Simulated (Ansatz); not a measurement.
`N[BH][SbH2]`, charge 0, multiplicity 1.

Question: Give a relaxed structure at PBE0-D4/def2-TZVP (Ansatz 0.2.0). (An estimate is asked.)

Answer: Ansatz gave: 
Z-matrix (Å, degrees):
```
N
B 1 1.383
H 1 1.008 2 122.7
H 1 1.006 2 123.8 3 -178.3
Sb 2 2.249 1 122.0 3 -176.7
H 2 1.197 1 118.7 3 -0.5
H 5 1.707 2 92.3 1 -117.0
H 5 1.712 2 94.2 1 -24.5
```
